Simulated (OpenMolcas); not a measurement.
**Se+: effect of the level shift or regulariser**

- Program: OpenMolcas
- Basis: ANO-R2 [6s6p4d3f1g]
- Scalar Hamiltonian: X2C, finite nucleus
- Active space: 3 electrons in 3 orbitals (4p)
- State averaging: 2S+1 = 4 odd, 1 root; 2S+1 = 2 odd, 8 roots
- Spin-orbit coupling: state interaction with AMFI integrals over the reference wave functions, term energies averaged over their components

Methods on the same reference wave functions:
A. CASSCF
B. SS-CASPT2, IPEA 0.25 Eh, imaginary shift 0.1 Eh (closed shells correlated: 3d 4s)
C. SS-CASPT2, IPEA 0.25 Eh, imaginary shift 0.3 Eh (closed shells correlated: 3d 4s)

Energies in cm-1 above 4s2 4p3 4S* 3/2, the measured ground level; measured values from NIST Handbook of Basic Atomic Spectroscopic Data.

```
          Level      A      B      C  Measured
4s2 4p3 4S* 3/2    0.0    0.0    0.0       0.0
4s2 4p3 2D* 3/2  17499  14140  14140     13168
4s2 4p3 2D* 5/2  17903  14600  14600     13784
4s2 4p3 2P* 1/2  29586  24660  24670     23038
4s2 4p3 2P* 3/2  30126  25280  25290     23895
```

Deviations, from unrounded energies. A percentage is the sum of absolute deviations over the sum of measured energies, with the sign that they share, or ± where signs differ.

```
                        Against measurement  Levels      A     B     C
             mean absolute deviation (cm-1)       4   5300  1200  1200
other terms of the ground configuration (%)       4  +28.7  +6.5  +6.5
```

B, C lie about equally close to measurement and A furthest from it. The largest miss of B in the table is 4s2 4p3 2P* 1/2, by +1600 cm-1. The ranking rests on the paired levels alone, and a cruder setting can come out closer through cancelling errors.

Between B and C the level of the table that moves most is 4s2 4p3 2P* 1/2, by 9.3 cm-1 (lowest in B, highest in C). Moves below CASPT2's spread within the term are not significant.

The two smallest mean deviations differ by little beside CASPT2's spread within terms, so their order carries little weight.

From A to B the spin-free energies of the other terms of 4s2 4p3 shown, above 4S*, scale by factors of 0.81 to 0.83.

The lowest spin-free term lies below A's lowest term by 0.551 hartree in B, 0.551 hartree in C.

Term energies are means over components that CASPT2 splits; among the terms shown or strongly mixed into the levels shown the widest spread is 180 cm-1 (4s2 4p3 2D*, B). With the s shell closed, the reference lacks s² → p² mixing. Without dynamic correlation excited terms often stand tens of per cent too high (terms of higher spin than the ground term too low), and those without a measured partner can miss by more than the paired ones (holds for A). Measured partners are found by configuration, term and J. A level has none where our copy of the source lacks it or the pairing is in doubt (some pairs that miss far off the trend of their configuration count as doubtful), and it then counts in no deviation. Only configurations of the active space appear.

* marks odd parity.
